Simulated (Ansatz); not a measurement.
Cost and result for the atomization energy of CH₅FNOSn, SMILES `C[O][Sn]([NH2])[F]` radical (10 atoms, 9 bonds).

Z-matrix (Å, degrees):
```
C
O 1 1.408
H 1 1.096 2 112.6
H 1 1.097 2 111.9 3 122.7
H 1 1.094 2 107.6 3 -119.1
Sn 2 1.969 1 122.4 3 -42.3
F 6 1.938 2 103.8 1 40.1
N 6 2.047 2 103.6 1 147.5
H 8 1.016 6 112.6 2 67.4
H 8 1.016 6 112.0 2 -171.5
```

The species carries charge 0 and has multiplicity 2. Correlated methods include outer-core shells of Sn, which these sets cover unevenly. Sn takes the def2 core potential. Geometry: relaxed with PBE0-D4/def2-TZVP. It is one conformer, not always the lowest. Program: Ansatz. Hardware: A = 2 threads of an AMD EPYC 7R13 on a shared host; B = 2 threads of an AMD EPYC 7R13 on a shared host and a share of an NVIDIA H100 80 GB. Times are those of one run each, without the atoms' runs, and a repeat can differ threefold. Electronic energies, without spin–orbit coupling; frozen cores. CCSD(T)/CBS adds CCSD(T) − MP2 in def2-TZVPP to the MP2 limit, and its time is that of the two runs behind it. T1 = 0.018; ⟨S²⟩ of the reference is 0.78. With those shells the extrapolation isn't a true limit. B3LYP takes the VWN-RPA correlation (the form of Gaussian; ORCA's B3LYP/G).

CCSD(T)/CBS is a level of theory with its own doubt, some kJ/mol a heavy atom from the limit and from the frozen cores, so smaller differences don't rank the functionals.

| level | functions | wall time | atomization (kJ/mol) | difference from CCSD(T)/CBS | per bond |
| --- | --- | --- | --- | --- | --- |
| PBE-D4/def2-TZVPP (with forces) [A] | 244 | 10 s | 3525.9 | 91.3 | 10.1 |
| PBE0-D4/def2-TZVPP [A] | 244 | 15 s | 3400.2 | -34.4 | -3.8 |
| r2SCAN-D4/def2-TZVPP (with forces) [A] | 244 | 15 s | 3430.1 | -4.5 | -0.5 |
| MP2/def2-QZVPP [B] | 460 | 15 s | 3447.2 | 12.6 | 1.4 |
| B3LYP-D4/def2-TZVPP (with forces) [A] | 244 | 16 s | 3426.5 | -8.1 | -0.9 |
| B2PLYP/def2-TZVPP [A] | 244 | 24 s | 3380.7 | -53.9 | -6.0 |
| CCSD(T)/def2-TZVPP [B] | 244 | 24 s | 3309.4 | -125.2 | -13.9 |
| ωB97X-V/def2-TZVPP [A] | 244 | 30 s | 3432.0 | -2.6 | -0.3 |
| ωB97M-V/def2-TZVPP (with forces) [A] | 244 | 37 s | 3418.7 | -15.9 | -1.8 |
| CCSD(T)/CBS(def2) | – | 39 s | 3434.6 | 0.0 | 0.0 |

The D4 term adds +30.5 kJ/mol with B3LYP and +16.0 kJ/mol with PBE0; it sums over pairs of atoms, weighted by their polarisabilities, and B3LYP, whose exchange is more repulsive, gets the larger term. In def2-TZVPP, CCSD(T) changes the Hartree–Fock value by +1042.0 kJ/mol (the triples alone add +68.4 kJ/mol) and MP2 by +1103.2 kJ/mol; breaking electron pairs costs correlation energy, which Hartree–Fock lacks. From PBE to PBE0 (25 % exact exchange), in def2-TZVPP and without D4, the atomization energy moves by −122.9 kJ/mol: exact exchange takes away binding that semilocal exchange gives to molecules.

Spin–orbit coupling would lower the free Sn atoms strongly, and the atomization energy with them, by more than many differences here. For some Ge, Se and Sn compounds the MP2-based and the directly extrapolated limit differ by 10 to 25 kJ/mol.
